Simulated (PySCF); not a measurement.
OSi, charge -1, doublet, geometry from GFN2-xTB (a state made from the parent by changing its charge; the spin is typed, not shown lowest) (in this run its highest filled SCF level lies above zero, so its values depend strongly on the basis, on diffuse functions most of all); R2SCAN/def2-TZVP in PySCF.

PySCF was given this input:
```python
from pyscf import gto, scf, dft

mol = gto.M(
    atom='''
Si   -0.00000000   -0.00000000   -0.57598092
O     0.00000000    0.00000000    1.00796661
''',
    basis='def2-tzvp',
    charge=-1,
    spin=1,
    verbose=4,
)

mf = dft.UKS(mol)
mf.xc = 'r2scan'
mf.level_shift = 1.0
mf.max_cycle = 100
mf.kernel()
mf.analyze()
```

Question: Predict the main parts of the log of this PySCF run.

Answer: 
```
PySCF version 2.14.0

[INPUT] verbose = 4
[INPUT] num. atoms = 2
[INPUT] num. electrons = 23
[INPUT] charge = -1
[INPUT] spin (= nelec alpha-beta = 2S) = 1
[INPUT] symmetry False subgroup None
[INPUT] Mole.unit = angstrom
[INPUT] Symbol           X                Y                Z      unit          X                Y                Z       unit  Magmom
[...]
nuclear repulsion = 37.417809934045
number of shells = 24
number of NR pGTOs = 109
number of NR cGTOs = 68
basis = def2-tzvp
ecp = {}

******** <class 'pyscf.dft.uks.UKS'> ********
method = UKS
initial guess = minao
damping factor = 0
level_shift factor = 1.0
DIIS = <class 'pyscf.scf.diis.CDIIS'>
diis_start_cycle = 1
diis_space = 8
diis_damp = 0
SCF conv_tol = 1e-09
SCF conv_tol_grad = None
SCF max_cycles = 100
direct_scf = True
direct_scf_tol = 1e-13
number electrons alpha = 12  beta = 11
XC library pyscf.dft.libxc version 7.1.2
    S. Lehtola, C. Steigemann, M. J. T. Oliveira, and M. A. L. Marques,  SoftwareX 7, 1–5 (2018)
XC functionals = r2scan
    J. W. Furness, A. D. Kaplan, J. Ning, J. P. Perdew, and J. Sun,  J. Phys. Chem. Lett. 11, 8208–8215 (2020)
    J. W. Furness, A. D. Kaplan, J. Ning, J. P. Perdew, and J. Sun,  J. Phys. Chem. Lett. 11, 9248–9248 (2020)
    J. W. Furness, A. D. Kaplan, J. Ning, J. P. Perdew, and J. Sun,  J. Phys. Chem. Lett. 11, 8208–8215 (2020)
    J. W. Furness, A. D. Kaplan, J. Ning, J. P. Perdew, and J. Sun,  J. Phys. Chem. Lett. 11, 9248–9248 (2020)
radial grids:
    Treutler-Ahlrichs [JCP 102, 346 (1995); DOI:10.1063/1.469408] (M4) radial grids

becke partition: Becke, JCP 88, 2547 (1988); DOI:10.1063/1.454033
pruning grids: <function nwchem_prune>
grids dens level: 3
symmetrized grids: False
atomic radii adjust function: <function treutler_atomic_radii_adjust>
small_rho_cutoff = 0
Set gradient conv threshold to 3.16228e-05
tot grids = 33264
init E= -364.651051655842

cycle= 1 E= -364.421115810508  delta_E= 0.23  |g|= 0.756  |ddm|= 0.898
cycle= 2 E= -364.634876045172  delta_E= -0.214  |g|= 0.414  |ddm|= 0.511
cycle= 3 E= -364.669149598924  delta_E= -0.0343  |g|= 0.244  |ddm|= 0.204
cycle= 4 E= -364.686151400295  delta_E= -0.017  |g|= 0.123  |ddm|= 0.141
cycle= 5 E= -364.691703975008  delta_E= -0.00555  |g|= 0.0591  |ddm|= 0.0985
cycle= 6 E= -364.693433870899  delta_E= -0.00173  |g|= 0.0324  |ddm|= 0.0655
cycle= 7 E= -364.694127290838  delta_E= -0.000693  |g|= 0.0193  |ddm|= 0.043
cycle= 8 E= -364.694440538828  delta_E= -0.000313  |g|= 0.0133  |ddm|= 0.0288
cycle= 9 E= -364.694612074365  delta_E= -0.000172  |g|= 0.00954  |ddm|= 0.0205
cycle= 10 E= -364.694711361789  delta_E= -9.93e-05  |g|= 0.00693  |ddm|= 0.0155
cycle= 11 E= -364.694769098851  delta_E= -5.77e-05  |g|= 0.0054  |ddm|= 0.0119
cycle= 12 E= -364.69480423576  delta_E= -3.51e-05  |g|= 0.00421  |ddm|= 0.00934
cycle= 13 E= -364.694825937743  delta_E= -2.17e-05  |g|= 0.0033  |ddm|= 0.00739
cycle= 14 E= -364.694839158042  delta_E= -1.32e-05  |g|= 0.0026  |ddm|= 0.00577
cycle= 15 E= -364.694847347005  delta_E= -8.19e-06  |g|= 0.00206  |ddm|= 0.0045
cycle= 16 E= -364.69485247698  delta_E= -5.13e-06  |g|= 0.00163  |ddm|= 0.00354
cycle= 17 E= -364.694855691545  delta_E= -3.21e-06  |g|= 0.0013  |ddm|= 0.00277
cycle= 18 E= -364.694857715413  delta_E= -2.02e-06  |g|= 0.00105  |ddm|= 0.00217
cycle= 19 E= -364.694859009494  delta_E= -1.29e-06  |g|= 0.000841  |ddm|= 0.00172
cycle= 20 E= -364.694859844233  delta_E= -8.35e-07  |g|= 0.00067  |ddm|= 0.00134
cycle= 21 E= -364.694860380345  delta_E= -5.36e-07  |g|= 0.000542  |ddm|= 0.00106
cycle= 22 E= -364.694860730091  delta_E= -3.5e-07  |g|= 0.000441  |ddm|= 0.000839
cycle= 23 E= -364.694860960869  delta_E= -2.31e-07  |g|= 0.000363  |ddm|= 0.000666
cycle= 24 E= -364.694861112199  delta_E= -1.51e-07  |g|= 0.000293  |ddm|= 0.000525
cycle= 25 E= -364.694861215849  delta_E= -1.04e-07  |g|= 0.000248  |ddm|= 0.000423
cycle= 26 E= -364.694861286347  delta_E= -7.05e-08  |g|= 0.000211  |ddm|= 0.000337
[...]
cycle= 39 E= -364.694861440209  delta_E= -8.27e-10  |g|= 2.43e-05  |ddm|= 2.42e-05
Extra cycle  E= -364.694861441827  delta_E= -1.62e-09  |g|= 3.04e-05  |ddm|= 0.000107
converged SCF energy = -364.694861441827  <S^2> = 0.75823044  2S+1 = 2.0082136
**** SCF Summaries ****
Total Energy =                        -364.694861441827129
Nuclear Repulsion Energy =              37.417809934044982
One-electron Energy =                 -585.352082123300079
Two-electron Energy =                  183.239410747428025
Two-electron Coulomb Energy =          212.844817676093129
DFT Exchange-Correlation Energy =      -29.605406928665097
**** MO energy ****
                             alpha | beta                alpha | beta
[...]
To work with the spin densities directly, `use mulliken_meta_spin()` only printing them here.

 ** Mulliken spin pop alpha/beta on meta-lowdin orthogonal AOs **
 ** Mulliken Spin Density (per AO)  **
spin_pop of  0 Si 1s       -0.00000
spin_pop of  0 Si 2s        0.00000
spin_pop of  0 Si 3s        0.00881
spin_pop of  0 Si 4s        0.00097
spin_pop of  0 Si 5s        0.00006
spin_pop of  0 Si 2px      -0.00000
spin_pop of  0 Si 2py       0.00000
spin_pop of  0 Si 2pz       0.00000
spin_pop of  0 Si 3px       0.53262
spin_pop of  0 Si 3py       0.19866
spin_pop of  0 Si 3pz      -0.01871
spin_pop of  0 Si 4px       0.03626
spin_pop of  0 Si 4py       0.01409
spin_pop of  0 Si 4pz      -0.00015
spin_pop of  0 Si 5px       0.00129
spin_pop of  0 Si 5py       0.00052
spin_pop of  0 Si 5pz       0.00005
spin_pop of  0 Si 6px       0.00006
spin_pop of  0 Si 6py       0.00002
spin_pop of  0 Si 6pz      -0.00000
spin_pop of  0 Si 3dxy     -0.00127
spin_pop of  0 Si 3dyz      0.00443
spin_pop of  0 Si 3dz^2     0.00164
spin_pop of  0 Si 3dxz      0.01254
spin_pop of  0 Si 3dx2-y2   -0.00031
spin_pop of  0 Si 4dxy     -0.00001
spin_pop of  0 Si 4dyz      0.00018
spin_pop of  0 Si 4dz^2    -0.00016
spin_pop of  0 Si 4dxz      0.00041
spin_pop of  0 Si 4dx2-y2   -0.00000
spin_pop of  0 Si 4f-3     -0.00003
spin_pop of  0 Si 4f-2     -0.00004
spin_pop of  0 Si 4f-1     -0.00010
spin_pop of  0 Si 4f+0      0.00012
spin_pop of  0 Si 4f+1     -0.00018
spin_pop of  0 Si 4f+2     -0.00001
spin_pop of  0 Si 4f+3     -0.00003
spin_pop of  1 O 1s       -0.00000
spin_pop of  1 O 2s        0.00489
spin_pop of  1 O 3s       -0.00012
spin_pop of  1 O 4s        0.00001
spin_pop of  1 O 5s        0.00001
spin_pop of  1 O 2px       0.13230
spin_pop of  1 O 2py       0.05992
spin_pop of  1 O 2pz       0.00434
spin_pop of  1 O 3px       0.00442
spin_pop of  1 O 3py       0.00147
spin_pop of  1 O 3pz      -0.00043
spin_pop of  1 O 4px       0.00024
spin_pop of  1 O 4py       0.00009
spin_pop of  1 O 4pz       0.00015
spin_pop of  1 O 3dxy     -0.00001
spin_pop of  1 O 3dyz      0.00010
spin_pop of  1 O 3dz^2     0.00014
spin_pop of  1 O 3dxz      0.00031
spin_pop of  1 O 3dx2-y2   -0.00000
spin_pop of  1 O 4dxy     -0.00000
spin_pop of  1 O 4dyz      0.00010
spin_pop of  1 O 4dz^2     0.00006
spin_pop of  1 O 4dxz      0.00027
spin_pop of  1 O 4dx2-y2   -0.00000
spin_pop of  1 O 4f-3     -0.00000
spin_pop of  1 O 4f-2     -0.00000
spin_pop of  1 O 4f-1      0.00001
spin_pop of  1 O 4f+0     -0.00002
spin_pop of  1 O 4f+1      0.00004
spin_pop of  1 O 4f+2     -0.00000
spin_pop of  1 O 4f+3     -0.00000
 ** Mulliken Spin Density (per atom)  **
spin density of  0 Si =      0.79174
spin density of  1 O =      0.20826
 ** Mulliken pop alpha/beta on meta-lowdin orthogonal AOs **
 ** Mulliken pop       alpha | beta **
In total            12.00000 | 11.00000
 ** Mulliken atomic charges   ( Nelec_alpha | Nelec_beta ) **
charge of  0Si =     -0.16824  (     7.47999      6.68825 )
charge of  1O =     -0.83176  (     4.52001      4.31175 )

WARN: System has nonzero charge -1; the dipole moment is origin-dependent.
Location of origin: [0. 0. 0.]

Dipole moment(X, Y, Z, Debye):  0.00000, -0.00000, -0.39380
```
